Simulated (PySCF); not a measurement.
KCl, SMILES [Cl][K]. Heavy atoms are numbered as in [K:1][Cl:2].

Geometry optimised at PBE0-D3(BJ)/def2-TZVPD.

Method: PBE0/pcSseg-2 in PySCF.

GIAO shieldings, no solvent; atoms alike by connectivity are averaged. δ = σ(ref) − σ: ³⁵Cl against HCl (σ = 943.3 ppm), references at their B3LYP-D3(BJ)/def2-TZVP geometries, non-relativistic (without spin–orbit terms, shifts of atoms bonded to Cl or Br come out too high).

| nucleus | atoms | count | δ (ppm) |
|---|---|---|---|
| ³⁵Cl | Cl2 | 1 | -32.7 |
